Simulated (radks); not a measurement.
The numbers below are computed, except where a source is named.
Task: All-electron atom: Mo in [Kr] 4d6 (not the ground configuration). Level of theory: scalar-relativistic Kohn-Sham, PBEsol, spin-polarised, spherical densities, point nucleus; open shells are filled with parallel spins first (spin-orbit coupling, left out, can overturn this in heavy ions) (a radial shooting solver on a logarithmic mesh with Libxc functionals). Some entries of the table are withheld. Estimate them.

| orbital | occ. | eigenvalue (hartree) | <1/r> (bohr^-1) | r(max) (bohr) |
|---|---|---|---|---|
| 1s down | 1 | -727.9213 | 43.53 | 0.02288 |
| 1s up | 1 | -727.9209 | 43.53 | 0.02288 |
| 2s up | 1 | -102.7347 | 9.800 | 0.1297 |
| 2s down | 1 | -102.7220 | 9.800 | 0.1297 |
| 2p up | 3 | -91.85067 | 9.530 | 0.1036 |
| 2p down | 3 | -91.84118 | 9.530 | 0.1036 |
| 3s up | 1 | -17.39884 | 3.364 | 0.3838 |
| 3s down | 1 | -17.39154 | 3.363 | 0.3839 |
| 3p up | 3 | -13.83366 | 3.200 | 0.3773 |
| 3p down | 3 | -13.82550 | 3.200 | 0.3773 |
| 3d up | 5 | -8.02943 | 2.968 | 0.3223 |
| 3d down | 5 | -8.01720 | 2.968 | 0.3225 |
| 4s up | 1 | -2.30371 | 1.225 | 0.9907 |
| 4s down | 1 | -2.23471 | 1.233 | 0.9870 |
| 4p up | 3 | -1.36149 | 1.078 | 1.075 |
| 4p down | 3 | -1.28444 | 1.087 | 1.070 |
| 5s up | 0 | -0.14374 | 0.3556 | 2.953 |
| 4d up | 5 | -0.11216 | 0.6649 | 1.417 |
| 5s down | 0 | -0.09333 | 0.3182 | 3.156 |
| 5p up | 0 | -0.03261 | (1) | 4.145 |
| 4d down | 1 | -0.03174 | 0.6187 | 1.407 |
| 5p down | 0 | -0.01268 | (2) | 5.420 |

Result: 
(1) 5p up <1/r> (bohr^-1): 0.2324
(2) 5p down <1/r> (bohr^-1): 0.1671
